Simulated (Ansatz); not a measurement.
Ansatz (a program for electronic structure) input (B3LYP-D3(BJ)/def2-TZVP):

Ansatz 0.2 input:
```yaml
crystal:
  periodic: [false, false, false]
  atoms:
    - {symbol: B, position_ang: [-0.39004666, -0.03107613, 0.00933315]}
    - {symbol: N, position_ang: [0.86275539, -0.53490251, 0.00526803]}
    - {symbol: H, position_ang: [-1.34941636, -0.78926362, -0.01294568]}
    - {symbol: H, position_ang: [-0.72605276, 1.18242224, 0.03421593]}
    - {symbol: H, position_ang: [1.61975951, 0.16074938, 0.02481262]}
basis:
  gaussian:
    orbitals: def2-TZVP
hamiltonian:
  xc: b3lyp
  dispersion: d3bj
total_charge: -1
relax: {f_tol: 0.002, max_steps: 150}
```

Output:

```
Functional definition: B3LYP
integrals: 0.01 GiB planned
456 factors; their error is unknown
mean field: 0.16 GiB planned
mean field evaluation 1: about -2215.3845 eV, gradient 2.2e1 eV
mean field evaluation 2: about -2213.4121 eV, gradient 3.8e1 eV
mean field evaluation 4: about -2216.6011 eV, gradient 1.6e0 eV
mean field evaluation 8: about -2216.6099 eV, gradient 1.7e-2 eV
mean field evaluation 16: about -2216.6082 eV, gradient 1.2e-5 eV
mean field -2216.60819077 eV, -81.4588485398 hartree, gradient 1.2e-5 eV, S^2 0.000000; 0 other end points of the search recorded, 0 dependent functions left out
the calculation of the forces begins
reference -2216.60840919 eV, -81.4588565666 hartree; 8, 8 occupied and 72, 72 virtual orbitals, 456 factors
relax step   1: F+E_penalty+E_count = -2216.68666633 eV  Δ(F+E_penalty+E_count) = +0.000e0 eV  max|allowed force component| = 1.022e0 eV/Å  Δτ_max = 0.0000 Å  (25 SCF iters, accepted)
these checks for a lower state are left out or cut short: starts, cluster_reference, orbital_swaps, neighbouring_geometries, increment
integrals: 0.01 GiB planned
456 factors; their error is unknown
mean field: 0.16 GiB planned
mean field -2216.62257052 eV, -81.4593769858 hartree, gradient 2.4e-5 eV, S^2 0.000000; 0 other end points of the search recorded, 0 dependent functions left out
the calculation of the forces begins
reference -2216.62278818 eV, -81.4593849845 hartree; 8, 8 occupied and 72, 72 virtual orbitals, 456 factors
relax step   2: F+E_penalty+E_count = -2216.70104891 eV  Δ(F+E_penalty+E_count) = -1.438e-2 eV  max|allowed force component| = 3.904e-1 eV/Å  Δτ_max = 0.0171 Å  (29 SCF iters, accepted)
these checks for a lower state are left out or cut short: starts, cluster_reference, orbital_swaps, neighbouring_geometries, increment
integrals: 0.01 GiB planned
456 factors; their error is unknown
mean field: 0.16 GiB planned
mean field -2216.62926639 eV, -81.4596230544 hartree, gradient 2.6e-5 eV, S^2 0.000000; 0 other end points of the search recorded, 0 dependent functions left out
the calculation of the forces begins
reference -2216.62948304 eV, -81.4596310163 hartree; 8, 8 occupied and 72, 72 virtual orbitals, 456 factors
relax step   3: F+E_penalty+E_count = -2216.70783181 eV  Δ(F+E_penalty+E_count) = -6.783e-3 eV  max|allowed force component| = 8.272e-2 eV/Å  Δτ_max = 0.0315 Å  (29 SCF iters, accepted)
these checks for a lower state are left out or cut short: starts, cluster_reference, orbital_swaps, neighbouring_geometries, increment
integrals: 0.01 GiB planned
456 factors; their error is unknown
mean field: 0.16 GiB planned
mean field evaluation 32: about -2216.6306 eV, gradient 5.9e-4 eV
mean field -2216.62946434 eV, -81.4596303292 hartree, gradient 2.6e-5 eV, S^2 0.000000; 0 other end points of the search recorded, 0 dependent functions left out
the calculation of the forces begins
reference -2216.62968100 eV, -81.4596382910 hartree; 8, 8 occupied and 72, 72 virtual orbitals, 456 factors
relax step   4: F+E_penalty+E_count = -2216.70805355 eV  Δ(F+E_penalty+E_count) = -2.217e-4 eV  max|allowed force component| = 2.250e-2 eV/Å  Δτ_max = 0.0078 Å  (30 SCF iters, accepted)
these checks for a lower state are left out or cut short: starts, cluster_reference, orbital_swaps, neighbouring_geometries, increment
integrals: 0.01 GiB planned
456 factors; their error is unknown
mean field: 0.16 GiB planned
mean field -2216.62946496 eV, -81.4596303519 hartree, gradient 5.1e-5 eV, S^2 0.000000; 0 other end points of the search recorded, 0 dependent functions left out
the calculation of the forces begins
reference -2216.62968161 eV, -81.4596383138 hartree; 8, 8 occupied and 72, 72 virtual orbitals, 456 factors
relax step   5: F+E_penalty+E_count = -2216.70805401 eV  Δ(F+E_penalty+E_count) = -4.595e-7 eV  max|allowed force component| = 2.136e-2 eV/Å  Δτ_max = 0.0003 Å  (18 SCF iters, accepted)
these checks for a lower state are left out or cut short: starts, cluster_reference, orbital_swaps, neighbouring_geometries, increment
integrals: 0.01 GiB planned
456 factors; their error is unknown
mean field: 0.16 GiB planned
mean field -2216.62953475 eV, -81.4596329165 hartree, gradient 2.6e-5 eV, S^2 0.000000; 0 other end points of the search recorded, 0 dependent functions left out
the calculation of the forces begins
reference -2216.62975139 eV, -81.4596408781 hartree; 8, 8 occupied and 72, 72 virtual orbitals, 456 factors
relax step   6: F+E_penalty+E_count = -2216.70812702 eV  Δ(F+E_penalty+E_count) = -7.301e-5 eV  max|allowed force component| = 1.416e-3 eV/Å  Δτ_max = 0.0030 Å  (30 SCF iters, accepted)
integrals: 0.01 GiB planned
456 factors; their error is unknown
mean field: 0.16 GiB planned
mean field evaluation 64: about -2216.6295 eV, gradient 1.8e-4 eV
mean field -2216.62953475 eV, -81.4596329165 hartree, gradient 6.1e-5 eV, S^2 0.000000; 1 other end points of the search recorded, 0 dependent functions left out
the calculation of the forces begins
reference -2216.62975139 eV, -81.4596408781 hartree; 8, 8 occupied and 72, 72 virtual orbitals, 456 factors
Total energy: -2216.70834367 eV, -81.4625290909 hartree
Atom 0 at    -0.388565    -0.037588     0.009108 Å, force     0.000707    -0.001416     0.000162 eV/Å
Atom 1 at     0.880500    -0.553044     0.004846 Å, force    -0.000234     0.001210     0.000351 eV/Å
Atom 2 at    -1.368359    -0.785648    -0.012933 Å, force    -0.000026     0.000297    -0.000236 eV/Å
Atom 3 at    -0.683412     1.168067     0.034160 Å, force     0.000314     0.000320     0.000060 eV/Å
Atom 4 at     1.576836     0.196143     0.025503 Å, force    -0.000762    -0.000412    -0.000337 eV/Å
Dipole moment:     0.182971     0.245052     0.006492 e Å
```
